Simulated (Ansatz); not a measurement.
`SB(Cl)Br` and `NB(S)Cl` differ in one atom or group.

Ansatz, PBE0-D4/def2-TZVP geometries, multiplicity 1. Each molecule was computed in one conformer, which needn't be the lowest.

Scalar relativity is left out up to krypton.

```
                                        property  `SB(Cl)Br`
             HOMO–LUMO gap (PBE/def2-TZVPP) / eV        4.76
size of the dipole moment (B3LYP/def2-TZVPP) / D        1.14
             LUMO energy (B3LYP/def2-TZVPP) / eV       -1.61
               HOMO energy (PBE/def2-TZVPP) / eV       -7.09
            HOMO–LUMO gap (PBE0/def2-TZVPP) / eV        6.84
           HOMO–LUMO gap (B3LYP/def2-TZVPP) / eV        6.43
```

(1) What does the change do to each property? (Best estimate.)

Answers

(1) The calculation gave: 
```tsv
property	`NB(S)Cl`	shift
HOMO–LUMO gap (PBE/def2-TZVPP) / eV	5.67	0.91
size of the dipole moment (B3LYP/def2-TZVPP) / D	3.24	2.10
LUMO energy (B3LYP/def2-TZVPP) / eV	-0.03	1.58
HOMO energy (PBE/def2-TZVPP) / eV	-6.27	0.82
HOMO–LUMO gap (PBE0/def2-TZVPP) / eV	7.81	0.97
HOMO–LUMO gap (B3LYP/def2-TZVPP) / eV	7.23	0.80
```

With PBE0 the HOMO rises by 0.79 eV and the LUMO rises by 1.76 eV, so the gap widens by about 0.97 eV. PBE moves the HOMO by 0.82 eV and ωB97M-V by 0.73 eV. The zero-point energy changes by 69.3 kJ/mol with +6 modes. Dipoles are sizes alone; their direction can turn.

B3LYP here is the variant with VWN-RPA as its local correlation; programs differ in this.

Spin–orbit coupling is left out; it splits and shifts lone-pair levels of the heavy atoms by tenths of an eV.
